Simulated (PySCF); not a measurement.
**UHF on Ga (gallium, neutral)**

Configuration: [Ar] 3d10 4s2 4d1, 2D determinant (an excited configuration). Computed with PySCF 2.14 in dyall-av2z, with the non-relativistic Hamiltonian (point nucleus).

```json
{
 "Total energy": "-1923.055672 hartree",
 "One-electron energy": "-2681.5609 hartree",
 "Hartree (Coulomb) energy": "831.9421 hartree",
 "Exchange energy": "-73.4368 hartree",
 "Kinetic energy": "1923.22895 hartree",
 "⟨S²⟩": "0.7505",
 "⟨L²⟩": "6.001",
 "Sum of ⟨r⟩": "25.22 bohr",
 "Sum of ⟨r²⟩": "58.25 bohr²",
 "Traceless quadrupole moment −½Σ⟨3z² − r²⟩ along its main axis": "9.19 e·bohr²",
 "Density at the nucleus (Gaussians lack the cusp)": "20200 bohr⁻³",
 "Spin density at the nucleus": "-0.231 bohr⁻³",
 "Langevin diamagnetic susceptibility": "-46.1 ×10⁻⁶ cm³/mol"
}
```

| shell | electrons | mean orbital energy (eV) | spread (eV) | rms radius, mean of both spins (bohr) |
| --- | --- | --- | --- | --- |
| 1s β | 1 | -10311.1 | 0 | 0.0572 |
| 1s α | 1 | -10311.1 | 0 | 0.0572 |
| 2s α | 1 | -1313.6 | 0 | 0.239 |
| 2s β | 1 | -1313.6 | 0 | 0.239 |
| 2p α | 3 | -1159.2 | 0.001 | 0.212 |
| 2p β | 3 | -1159.2 | 0.010 | 0.212 |
| 3s α | 1 | -176.92 | 0 | 0.709 |
| 3s β | 1 | -176.92 | 0 | 0.709 |
| 3p α | 3 | -124.86 | 0.011 | 0.742 |
| 3p β | 3 | -124.85 | 0.031 | 0.742 |
| 3d α | 5 | -35.379 | 0.070 | 0.890 |
| 3d β | 5 | -35.362 | 0.034 | 0.890 |
| 4s α | 1 | -13.537 | 0 | 2.55 |
| 4s β | 1 | -13.451 | 0 | 2.55 |
| 4d α | 1 | -0.541 | 0 | 5.71 |

The outer electron is Rydberg-like, and this basis confines it to a smaller radius and binds it less than a complete one would.

Spin-orbit constants ζ (cm⁻¹) from the X2C one-electron operator on these orbitals (non-relativistic here): bare nucleus, nucleus screened by l(l+1)(2l+1)/3 electrons, and screened by the Breit-Pauli mean field of the electrons.

```csv
shell,bare,screened nucleus,mean field
2p,145800,136400,132000
3p,18600,17400,16700
3d,2099,1422,1307
4d,11.45,7.756,6.123
```

To first order the Landé constant is A = 6.123 cm⁻¹, so the lowest level has J = 3/2 and lies 0.00114 eV below the centre of the term.
